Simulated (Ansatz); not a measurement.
Cost and result for the atomization energy of C3H5AlF2, SMILES `F[CH2][Al]1[CH2][CH]1F` (11 atoms, 11 bonds).

```xyz
11

F    -2.9857    0.6394    0.5550
C    -2.1102   -0.4352    0.6833
Al   -0.3149   -0.0157   -0.0338
C     1.5427   -0.4656   -0.1793
C     1.1888    0.9019   -0.8016
F     1.9326    1.9852   -0.3763
H    -2.0504   -0.7035    1.7453
H    -2.5497   -1.2974    0.1675
H     1.9033   -0.3291    0.8506
H     2.2084   -1.1365   -0.7172
H     1.2351    0.8565   -1.8935
```

Total charge 0; spin multiplicity 1. Geometry: relaxed with PBE0-D4/def2-TZVP. It is one conformer, not always the lowest. Program: Ansatz. All runs use 4 threads of an Arm Neoverse V1 on a shared host. Times are those of one run each, without the atoms' runs, and a repeat can differ threefold. Electronic energies, without spin–orbit coupling; frozen cores. CCSD(T)/CBS adds CCSD(T) − MP2 in def2-TZVPP to the MP2 limit, and its time is that of the two runs behind it. T1 = 0.013. B3LYP takes the VWN-RPA correlation (the form of Gaussian; ORCA's B3LYP/G).

CCSD(T)/CBS is a level of theory with its own doubt, some kJ/mol a heavy atom from the limit and from the frozen cores, so smaller differences don't rank the functionals.

```csv
level,functions,wall time
PBE-D4/def2-TZVPP (with forces),267,3 s
PBE0-D4/def2-TZVPP,267,3.5 s
r2SCAN-D4/def2-TZVPP (with forces),267,5.5 s
B3LYP-D4/def2-TZVPP (with forces),267,5.5 s
B2PLYP/def2-TZVPP,267,6.5 s
ωB97X-V/def2-TZVPP,267,9 s
ωB97M-V/def2-TZVPP (with forces),267,13 s
MP2/def2-QZVPP,505,26 s
CCSD(T)/def2-TZVPP,267,4.9 min
CCSD(T)/CBS(def2),–,5.3 min
```

What atomization energy does each give, and how far from CCSD(T)/CBS? (An estimate is asked.)

Ansatz gave: 
```json
{"level": "PBE-D4/def2-TZVPP (with forces)", "atomization (kJ/mol)": "4126.2", "difference from CCSD(T)/CBS": "138.8", "per bond": "12.6"}
{"level": "PBE0-D4/def2-TZVPP", "atomization (kJ/mol)": "4019.9", "difference from CCSD(T)/CBS": "32.5", "per bond": "3.0"}
{"level": "r2SCAN-D4/def2-TZVPP (with forces)", "atomization (kJ/mol)": "4021.6", "difference from CCSD(T)/CBS": "34.2", "per bond": "3.1"}
{"level": "B3LYP-D4/def2-TZVPP (with forces)", "atomization (kJ/mol)": "3981.9", "difference from CCSD(T)/CBS": "-5.5", "per bond": "-0.5"}
{"level": "B2PLYP/def2-TZVPP", "atomization (kJ/mol)": "3945.5", "difference from CCSD(T)/CBS": "-41.9", "per bond": "-3.8"}
{"level": "ωB97X-V/def2-TZVPP", "atomization (kJ/mol)": "4004.4", "difference from CCSD(T)/CBS": "17.0", "per bond": "1.5"}
{"level": "ωB97M-V/def2-TZVPP (with forces)", "atomization (kJ/mol)": "4007.7", "difference from CCSD(T)/CBS": "20.3", "per bond": "1.8"}
{"level": "MP2/def2-QZVPP", "atomization (kJ/mol)": "4045.7", "difference from CCSD(T)/CBS": "58.3", "per bond": "5.3"}
{"level": "CCSD(T)/def2-TZVPP", "atomization (kJ/mol)": "3876.3", "difference from CCSD(T)/CBS": "-111.1", "per bond": "-10.1"}
{"level": "CCSD(T)/CBS(def2)", "atomization (kJ/mol)": "3987.4", "difference from CCSD(T)/CBS": "0.0", "per bond": "0.0"}
```

In def2-TZVPP, CCSD(T) changes the Hartree–Fock value by +1060.9 kJ/mol (the triples alone add +71.9 kJ/mol) and MP2 by +1164.4 kJ/mol; breaking electron pairs costs correlation energy, which Hartree–Fock lacks. From PBE to PBE0 (25 % exact exchange), in def2-TZVPP and without D4, the atomization energy moves by −103.4 kJ/mol: exact exchange takes away binding that semilocal exchange gives to molecules. The D4 term adds +29.0 kJ/mol with B3LYP and +15.1 kJ/mol with PBE0; it sums over pairs of atoms, weighted by their polarisabilities, and B3LYP, whose exchange is more repulsive, gets the larger term.
